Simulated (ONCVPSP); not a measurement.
What one change does to a pseudopotential (Rh, ONCV)

ONCVPSP 4.0.1 input, shortened (lines: element, Z, core and valence counts, functional; n l f; lmax; l rc ep ncon nbas qcut; lloc lpopt rc5 dvloc0; l nproj debl; icmod fcfact rcfact), BLYP, scalar-relativistic:

```
  Rh 45.00    6    4  -106131      upf
    1    0    2.00
    2    0    2.00
    2    1    6.00
    3    0    2.00
    3    1    6.00
    3    2   10.00
    4    0    2.00
    4    1    6.00
    4    2    8.00
    5    0    1.00
    2
    0    1.50    0.00    4    8    9.90
    1    1.05    0.00    3    7    7.30
    2    1.90    0.00    4    8    7.80
    4    5    0.75    6.00
    0    2    0.30
    1    1    3.10
    2    2    2.50
    3    3.25    1.30
```

Change: s: qcut 8.6; p: qcut 6.3; d: qcut 6.7.

Cutoffs: the cutoffs (Ha) at which the residual kinetic energy of the hardest occupied pseudo-wave falls to 1 and 0.1 mHa per electron; they do not see the model core or the augmentation charge, which bear on the density cutoff. Errors are all-electron minus pseudo energies relative to the spin-unpolarised reference configuration.

Task: Predict the effect on cutoff, ghosts and configuration errors.

Result: The potential gets harder (90 Ha and 191 Ha → 133 Ha and 210 Ha); of the 4 tests that both files solve, the error grows in 2 and shrinks in 1 by more than 15 % and 0.3 meV (median size 2.0 → 2.7 meV); neither file shows a bound ghost.

```csv
quantity,base,changed
"cutoff, loose",90 Ha,133 Ha
"cutoff, tight",191 Ha,210 Ha
loose cutoff by channel,"s 31 Ha, p 90 Ha, d 22 Ha","s 26 Ha, p 133 Ha, d 19 Ha"
bound ghosts,none,none
GHOST(+) flags under 300 eV,s at 20.8 eV,s at 24.3 eV
"error for 4s2 4p6 4d8 5s0, meV [ΔE 7.55 eV]",-1.1,-0.9
"error for 4s2 4p6 4d7 5s0, meV [ΔE 26.99 eV]",-2.1,-1.5
"error for 4s2 4p6 4d6 5s0, meV [ΔE 59.39 eV]",+11,+23
"error for 4s2 4p6 4d7 5s1, meV [ΔE 11.00 eV]",+2.0,+3.9
s: phases at 1.52 bohr within 0.05 rad from the reference energy up to (Ha; the scan ends near 5),0.7,0.8
p: phases at 1.07 bohr within 0.05 rad from the reference energy up to (Ha; the scan ends near 5),2.0,1.8
d: phases at 1.93 bohr within 0.05 rad from the reference energy up to (Ha; the scan ends near 5),to the end of the scan,to the end of the scan
"rms error of d²Exc/dni dnj with the model core, mHa",0.61,0.46
```
